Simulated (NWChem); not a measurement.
A series in which one site is exchanged, each optimised at PBE0/def2-SVP with NWChem, gas phase unless a solvent is named. For some, no frequency run checked for a minimum. def2 effective core potentials on Zr, Hf; no spin-orbit coupling.

A: [O]=[Ti]([F])[F] (TiOF2; site = Ti)
B: O=S(F)F (SOF2; site = S)
C: [O]=[Zr]([F])[F] (ZrOF$_{2}$; site = Zr)
D: [F][Hf](=[O])[F] (HfOF2; site = Hf)

### Question
Rank them by orbital gap (eV), PBE0/def2-SVP, lowest first.

### Answer
D (5.17), C (5.69), A (6.34), B (8.36)
